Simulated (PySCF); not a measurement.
Molecule: SMILES C1=C[C@]2(C)C=C[C@@]21Cl, C₇H₇Cl.

Geometry (Å), atoms numbered from 1 in this order:
```xyz
15

C    -1.2627    1.3039   -0.2283
C    -0.2845    0.2531    0.2227
C     1.0053    0.6615    0.9152
C     1.7956    0.0044    0.0719
C     0.6507   -0.5445   -0.7485
Cl    0.6868   -0.3250   -2.4879
C    -0.0066   -1.7867   -0.1918
C    -0.7831   -1.1162    0.6538
H    -0.7371    2.1116   -0.7334
H    -1.7941    1.7117    0.6297
H    -1.9853    0.8712   -0.9170
H     1.1697    1.2357    1.8065
H     2.8525   -0.1541   -0.0214
H     0.1688   -2.8216   -0.4128
H    -1.4804   -1.3971    1.4194
```

Frames of a GFN2-xTB Langevin trajectory at 600 K; GIAO PBE0/pcSseg-1 shieldings in PySCF, gas phase, non-relativistic; equivalent atoms averaged within each frame.

Chemical shifts δ = σref − σ; TMS for 13C (σref 186.93), 1H (σref 31.72); 35Cl (σref 949.78) against HCl, all at this level. The references are static minima.

How do the shifts (ppm) fluctuate along the trajectory?

## Answers


```
         time (fs)  C3/C8  C4/C7    C2    C5    C1  Cl6  H12/H15  H13/H14  H9/H10/H11
optimised geometry  159.3  153.8  67.1  76.5  15.0  102     7.02     6.71        1.54
               250  169.3  157.9  71.7  61.7   7.3  108     8.00     6.75        0.79
               425  159.9  151.3  79.4  79.4  14.2   97     7.68     6.54        1.99
               625  158.4  159.1  67.1  86.4  19.8  129     7.80     7.69        2.27
               800  153.2  163.0  74.5  86.7  13.6  114     6.97     7.40        1.16
              1000  169.4  163.8  67.5  81.5  17.3  109     7.64     6.39        2.04
    mean of frames  162.1  159.0  72.0  79.1  14.4  111     7.62     6.95        1.65
standard deviation    7.1    5.0   5.1  10.2   4.7   12     0.39     0.56        0.64
```

5 frames give an uncertainty of the mean of about the standard deviation over 2.2 at best, since frames this close in time may not be independent; classical motion lacks zero-point vibration, and the reference would need the same averaging.
